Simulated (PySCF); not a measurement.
C9H11N.
Cartesian coordinates in Å at the PBE0-D3(BJ)/def2-SVP level; atoms count from 1:
```
atom  x, y, z in Å
C1     3.1739    1.3454   -0.3644
C2     1.8422    1.3823   -0.4919
C3     0.8813    0.3581   -0.0598
C4     1.2724   -0.8311    0.5722
C5     0.3035   -1.7559    0.9501
C6    -1.0466   -1.5250    0.7169
C7    -1.4653   -0.3381    0.0851
N8    -2.8016   -0.1035   -0.1252
C9    -3.2950    0.9985   -0.8936
C10   -0.4805    0.5883   -0.2993
H11    3.7954    2.1694   -0.7220
H12    3.6953    0.5021    0.0963
H13    1.3931    2.2628   -0.9661
H14    2.3261   -1.0346    0.7685
H15    0.6060   -2.6840    1.4418
H16   -1.7931   -2.2617    1.0269
H17   -3.4154   -0.8953   -0.0045
H18   -3.0264    1.9650   -0.4333
H19   -2.9181    1.0116   -1.9357
H20   -4.3915    0.9511   -0.9326
H21   -0.7710    1.5159   -0.7958
```

Computed with PySCF at PBE0/pcSseg-1, non-relativistic, on one gas-phase PBE0-D3(BJ)/def2-SVP geometry that isn't relaxed in the solvent. The solvent is an IEF-PCM continuum (cavity from Bondi-type radii × 1.2). The model holds no explicit solvent molecules, cavitation or dispersion.

| run | E − E(gas) (kJ/mol) | HOMO (eV) | HOMO–LUMO gap (eV) | dipole (D) |
| --- | --- | --- | --- | --- |
| gas | 0.00 | -5.62 | 4.78 | 2.27 |
| P | -24.14 | -5.66 | 4.68 | 2.89 |
| Q | -27.33 | -5.68 | 4.67 | 2.97 |

Question: The runs were made in acetone and dichloromethane. Which run belongs to which solvent?

Answer: P = dichloromethane, Q = acetone. The dielectric constants are 8.93 (dichloromethane), 20.49 (acetone), and the energy falls further as ε rises. In this model the ground state sees the solvent through ε alone.

Question: How constant is the ratio of the lowering to (ε − 1)/(2ε + 1)?

Answer: 
| solvent | (ε − 1)/(2ε + 1) | E − E(gas) (kJ/mol) | ratio (kJ/mol) | polarisation term (kJ/mol) |
| --- | --- | --- | --- | --- |
| dichloromethane | 0.420 | -24.14 | -57.4 | -27.26 |
| acetone | 0.464 | -27.33 | -58.9 | -31.35 |

The ratio changes by +2.6 % in size from dichloromethane to acetone. The polarisation term is half the interaction of the solute with the induced surface charges.
